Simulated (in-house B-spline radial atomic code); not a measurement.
Response of I5+ as one setting changes: the share of exact exchange in a PBE hybrid. A dash marks a strongly mixed or unbound state. Computed with a B-spline radial code for spherical atoms: linear response of the closed shell [Kr] 4d10 5s2 with the functional's adiabatic kernel; scalar-relativistic (spin-free one-electron X2C), finite nucleus, no spin-orbit coupling, no double excitations, S, P, D and F terms only; shells from n = 3 respond. Only terms of natural parity with L up to 3 were computed.

```json
{"share of exact exchange in a PBE hybrid": "0", "lowest 1P (eV)": "5s → 5p 16.030", "lowest 3P, Tamm-Dancoff (eV)": "5s → 5p 12.165", "minus highest occupied level (eV)": "68.97", "α (bohr³)": "5.811"}
{"share of exact exchange in a PBE hybrid": "0.1", "lowest 1P (eV)": "?", "lowest 3P, Tamm-Dancoff (eV)": "?", "minus highest occupied level (eV)": "?", "α (bohr³)": "?"}
{"share of exact exchange in a PBE hybrid": "0.2", "lowest 1P (eV)": "5s → 5p 15.757", "lowest 3P, Tamm-Dancoff (eV)": "5s → 5p 11.837", "minus highest occupied level (eV)": "69.88", "α (bohr³)": "5.987"}
{"share of exact exchange in a PBE hybrid": "0.3", "lowest 1P (eV)": "?", "lowest 3P, Tamm-Dancoff (eV)": "?", "minus highest occupied level (eV)": "?", "α (bohr³)": "?"}
{"share of exact exchange in a PBE hybrid": "0.4", "lowest 1P (eV)": "5s → 5p 15.479", "lowest 3P, Tamm-Dancoff (eV)": "5s → 5p 11.510", "minus highest occupied level (eV)": "70.79", "α (bohr³)": "6.178"}
{"share of exact exchange in a PBE hybrid": "0.5", "lowest 1P (eV)": "5s → 5p 15.338", "lowest 3P, Tamm-Dancoff (eV)": "5s → 5p 11.346", "minus highest occupied level (eV)": "71.24", "α (bohr³)": "6.278"}
{"share of exact exchange in a PBE hybrid": "0.6", "lowest 1P (eV)": "5s → 5p 15.195", "lowest 3P, Tamm-Dancoff (eV)": "5s → 5p 11.183", "minus highest occupied level (eV)": "71.69", "α (bohr³)": "6.383"}
{"share of exact exchange in a PBE hybrid": "0.7", "lowest 1P (eV)": "5s → 5p 15.051", "lowest 3P, Tamm-Dancoff (eV)": "5s → 5p 11.020", "minus highest occupied level (eV)": "72.14", "α (bohr³)": "6.491"}
{"share of exact exchange in a PBE hybrid": "0.8", "lowest 1P (eV)": "5s → 5p 14.905", "lowest 3P, Tamm-Dancoff (eV)": "5s → 5p 10.857", "minus highest occupied level (eV)": "72.59", "α (bohr³)": "6.604"}
{"share of exact exchange in a PBE hybrid": "0.9", "lowest 1P (eV)": "5s → 5p 14.758", "lowest 3P, Tamm-Dancoff (eV)": "5s → 5p 10.695", "minus highest occupied level (eV)": "73.03", "α (bohr³)": "6.722"}
{"share of exact exchange in a PBE hybrid": "1", "lowest 1P (eV)": "5s → 5p 14.609", "lowest 3P, Tamm-Dancoff (eV)": "5s → 5p 10.532", "minus highest occupied level (eV)": "73.48", "α (bohr³)": "6.844"}
```

Question: What belongs in the row for 0.1?

Answer: lowest 1P (eV): 5s → 5p 15.894; lowest 3P, Tamm-Dancoff (eV): 5s → 5p 12.001; minus highest occupied level (eV): 69.42; α (bohr³): 5.897.

Question: What belongs in the row for 0.3?

Answer: lowest 1P (eV): 5s → 5p 15.619; lowest 3P, Tamm-Dancoff (eV): 5s → 5p 11.673; minus highest occupied level (eV): 70.33; α (bohr³): 6.081.
